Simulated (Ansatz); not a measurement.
Isolated molecules relaxed with PBE0-D4/def2-TZVP in Ansatz; ΔE leaves out vibrations. CCSD(T)/CBS is the MP2 limit (def2-TZVPP, def2-QZVPP) plus CCSD(T) − MP2 in def2-TZVPP, frozen cores. This one scheme is used for every species. One conformer a species, not always the lowest.

`[OH][Al]([SH])[O][SiH3]` + H–F → `[OH][Al]([F])[SH]` + silanol  (ligand exchange at the Al–O bond)

`[OH][Al]([SH])[O][SiH3]`:

```xyz
10

O    -2.226   -0.150    1.190
Al   -0.543   -0.097    1.131
S     0.647   -0.193    2.946
O     0.216    0.035   -0.352
Si    0.612    0.156   -1.923
H    -2.734   -0.224    1.995
H     1.799   -0.110    2.258
H     0.317    1.526   -2.421
H    -0.155   -0.828   -2.731
H     2.065   -0.113   -2.092
```

H–F:

Cartesian coordinates in Å:
```
F 0.324 0.002 -0.326
H -0.324 -0.002 0.326
```

`[OH][Al]([F])[SH]`:

```xyz
6

O    -0.572    1.615    0.495
Al   -0.059    0.021    0.378
F     0.026   -0.866    1.757
S     0.492   -0.911   -1.499
H    -0.658    2.220   -0.239
H     0.772   -2.078   -0.892
```

`O[SiH3]`:

```xyz
6

O    -0.285   -0.282   -1.217
Si    0.013    0.233    0.319
H    -0.018   -1.171   -1.452
H    -0.682   -0.614    1.327
H    -0.498    1.620    0.390
H     1.469    0.213    0.632
```

| species | CCSD/CBS(def2) energy (Eh) |
| --- | --- |
| `[OH][Al]([SH])[O][SiH3]` | -1082.40279 |
| H–F | -100.38944 |
| `[OH][Al]([F])[SH]` | -816.12163 |
| `O[SiH3]` | -366.67836 |

Q: Work out ΔE.

A: ΔE = (-816.12163) + (-366.67836) − (-1082.40279) − (-100.38944) = -0.00776 Eh = -20.4 kJ/mol. CCSD(T)/CBS gives -20.1 kJ/mol.

Largest T1 diagnostic among the species: 0.012.

From BLYP to BHLYP (50 % exact exchange), in def2-TZVPP and without D4, ΔE moves by +8.6 kJ/mol. Leaving LDA and LC-ωPBE aside and taking each functional with its dispersion term where it has one, the values, not all of them listed here, spread over 9.0 kJ/mol, from B97M-V to BHLYP-D4. LDA lies +5.4 kJ/mol from PBE without D4.
